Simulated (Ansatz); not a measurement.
`B[SiH]([SiH3])Cl` + `CC[TeH]` → `CC[Te][SiH3]` + `B[SiH2]Cl` at 700 K and 1 bar (cleavage of the Si–Si bond).

Computed with Ansatz on PBE0-D4/def2-TZVP structures; ΔE is electronic, products minus reactants. CCSD(T)/CBS is the MP2 limit (def2-TZVPP, def2-QZVPP) plus CCSD(T) − MP2 in def2-TZVPP, frozen cores. def2 core potentials past Kr. For Te outer-core shells are correlated without core-valence functions, which leaves a few kJ/mol of doubt a bond. Each species was taken in one conformer, which may not be the lowest.

```csv
species,CCSD(T)/CBS energy (Eh),H − E (kJ/mol),S (J/(mol·K))
`B[SiH]([SiH3])Cl`,-1066.34213,228.8,491.3
`CC[TeH]`,-347.43450,246.7,397.8
`CC[Te][SiH3]`,-637.73763,320.5,499.9
`B[SiH2]Cl`,-776.05948,156.8,388.5
```

H − E and S are ideal-gas, rigid-rotor, harmonic terms from PBE0-D4/def2-TZVP, for one conformer and one mirror image of each species. 1 Eh = 2625.50 kJ/mol, R = 8.31446 J/(mol·K).

Task: By hand: ΔE, ΔH, ΔS and ΔG.

Result: ΔE = (-637.73763) + (-776.05948) − (-1066.34213) − (-347.43450) = -0.02048 Eh = -53.8 kJ/mol. Δ(H − E) = 320.5 + 156.8 − 228.8 − 246.7 = 1.8, so ΔH = -52.0 kJ/mol. ΔS = 499.9 + 388.5 − 491.3 − 397.8 = -0.7 J/(mol·K). ΔG = -52.0 − 700 × (-0.7)/1000 = -51.5 kJ/mol.

Task: By hand: the equilibrium constant, and the temperature at which ΔG would vanish if ΔH and ΔS stayed fixed.

Result: log₁₀ K = −ΔG/(RT ln 10) = 3.8. ΔG = 0 at ΔH/ΔS = 74286 K, far beyond where these terms or the molecules hold.

The number of gas molecules stays the same, so ΔS is small and ΔH decides. A doubt of 5 kJ/mol in ΔE shifts log₁₀ K by 0.4 here. Other conformers and mirror images would add mixing entropy, several J/(mol·K) or more a flexible species. Modes under 60 cm⁻¹, often nearly free rotors, make the harmonic entropy too high. These are equilibria of isolated gas molecules and say nothing of rates. Largest T1 diagnostic: 0.012 (customary marks: 0.02 for closed shells, 0.045 for open ones).
